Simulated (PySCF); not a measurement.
**$^{31}$P chemical shifts**

PySCF 2.14.0 with density-fitted response routines calculation with shielding tensors at PBE0/pcSseg-1 (GIAO) and coordinates at the GFN2-xTB level; no solvent model, single conformer, one averaged value for each set of equivalent atoms, relativity neglected.

Shieldings were converted by a linear fit to measured shifts: $^{31}$P: δ = 270.09 − 0.828σ (rms 18.1 ppm, 64 shifts vs H3PO4, solution or neat liquid). Occasional misses reach two or three times the rms, and more in compound classes unlike the fitted ones.

(1) Give the $^{31}$P shifts of `CPc1cccnc1`, `Cc1cpcnc1C`, `CPc1ccncc1`, `CPc1ccncc1`, `Cc1ccpc(C)n1`.

(2) Order these by $^{31}$P shift, lowest first.
A. Cc1cncpc1C
B. C=Cc1cn(C)cp1
C. CCc1cnccp1
D. CPc1ccccn1

Answers

(1) 
| compound | environment | δ (ppm) |
| --- | --- | --- |
| CPc1cccnc1 | phosphorus bonded to 2 C, H | -64.1 |
| Cc1cpcnc1C | phosphorus bonded to 2 C, in a 6-membered ring | 175.2 |
| CPc1ccncc1 | phosphorus bonded to 2 C, H | -61.8 |
| CPc1ccncc1 | phosphorus bonded to 2 C, H | -61.8 |
| Cc1ccpc(C)n1 | phosphorus bonded to 2 C, in a 6-membered ring | 167.2 |

(2) D (-68.8 ppm, phosphorus bonded to 2 C, H), B (98.9 ppm, phosphorus bonded to 2 C, in a 5-membered ring), A (179.3 ppm, phosphorus bonded to 2 C, in a 6-membered ring), C (224.7 ppm, phosphorus bonded to 2 C, in a 6-membered ring).
